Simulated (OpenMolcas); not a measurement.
Computed levels of Co VI

- Program: OpenMolcas
- Method: SS-CASPT2, IPEA 0.25 Eh, imaginary shift 0.1 Eh (closed shells correlated: 3s 3p)
- Basis: ANO-RCC-VTZP [6s5p3d2f1g]
- Scalar Hamiltonian: DKH2, point nucleus
- Active space: 4 electrons in 5 orbitals (3d)
- State averaging: 2S+1 = 5 even, 5 roots; 2S+1 = 3 even, 45 roots (35 in the spin-orbit step); 2S+1 = 1 even, 50 roots (22 in the spin-orbit step)
- Spin-orbit coupling: RASSI with atomic mean-field integrals over the reference wave functions, term energies averaged over their components

Spin-free terms above the lowest, with the occupations of the reference:

```json
{"Configuration": "3d4", "Term": "5D", "E (cm-1)": "0.0", "Occupations": "3d 4.00"}
{"Configuration": "3d4", "Term": "3H", "E (cm-1)": "29030", "Occupations": "3d 4.00"}
{"Configuration": "3d4", "Term": "3P", "E (cm-1)": "29590", "Occupations": "3d 4.00"}
{"Configuration": "3d4", "Term": "3F", "E (cm-1)": "31110", "Occupations": "3d 4.00"}
{"Configuration": "3d4", "Term": "3G", "E (cm-1)": "34750", "Occupations": "3d 4.00"}
{"Configuration": "3d4", "Term": "3D", "E (cm-1)": "42680", "Occupations": "3d 4.00"}
```

With spin-orbit coupling, above the lowest level:

| Configuration | Term | J | E (cm-1) | Measured (cm-1) | g | Term weight % |
| --- | --- | --- | --- | --- | --- | --- |
| 3d4 | 5D | 0 | 0.0 | 0.0 |  | 100 |
| 3d4 | 5D | 1 | 218 | 204 | 1.501 | 100 |
| 3d4 | 5D | 2 | 637 | 589 | 1.501 | 100 |
| 3d4 | 5D | 3 | 1231 | 1125 | 1.501 | 100 |
| 3d4 | 5D | 4 | 1976 | 1782 | 1.501 | 100 |
| 3d4 | 3P | 0 | 28700 | 27166 |  | 100 |
| 3d4 | 3H | 4 | 29610 | 28377 | 0.809 | 97 |
| 3d4 | 3P | 1 | 29780 | 28462 | 1.499 | 100 |
| 3d4 | 3H | 5 | 30100 | 28806 | 1.037 | 98 |
| 3d4 | 3H | 6 | 30630 | 29234 | 1.166 | 100 |
| 3d4 | 3P | 2 | 31960 | 30506 | 1.439 | 92 |
| 3d4 | 3F | 2 | 32070 | 30555 | 0.727 | 93 |
| 3d4 | 3F | 3 | 32090 | 30635 | 1.063 | 94 |
| 3d4 | 3F | 4 | 32320 | 30817 | 1.232 | 92 |
| 3d4 | 3G | 3 | 35670 | 34026 | 0.771 | 94 |
| 3d4 | 3G | 4 | 36200 | 34475 | 1.058 | 92 |
| 3d4 | 3G | 5 | 36610 | 34855 | 1.197 | 98 |
| 3d4 | 3D | 3 | 43850 | 41676 | 1.334 | 100 |
| 3d4 | 3D | 2 | 44100 | 41856 | 1.169 | 99 |
| 3d4 | 3D | 1 | 44180 | 42098 | 0.501 | 100 |

Against the 19 measured excited levels shown (Sugar and Corliss, J. Phys. Chem. Ref. Data 10, 1097 (1981)) the mean absolute deviation is 1300 cm-1; the largest miss in energy is 3d4 3D2: computed 44100, measured 41856 cm-1 (+5.4 %), and the largest in proportion 3d4 5D4 (+10.9 %).

Spin-orbit coupling puts the lowest level 1271 cm-1 below the lowest spin-free term.

For 5D the intervals divided by the larger J are 218.0, 209.5, 197.9, 186.2 cm-1. Landé's interval rule makes them equal in pure LS coupling; they differ by 16 % of their mean. The multiplet is regular.

CASPT2 breaks the degeneracy within a term, and the mean is taken; among the terms shown or strongly mixed into the levels shown the widest spread is 130 cm-1 (3d4 3F). Some high roots are left out of the spin-orbit mixing, which shifts the levels that they would mix with. Some levels mix across a computed gap that differs much from the measured one, so their mixing is not that of the real levels. Computed and measured levels are paired by configuration, term and J; levels that our copy of the source lacks, or whose pairing is in doubt (as where it misses far off the trend of its configuration), stay unpaired and out of the deviations. Levels of configurations outside the active space are missing. The first state left out of the spin-orbit step lies near 55000 cm-1 above the lowest spin-free state of the reference (among the parities and spins computed), and the list stops at four fifths of that energy or lower.

The term weight is that of the spin-free term in the level, not the purity of its configuration.
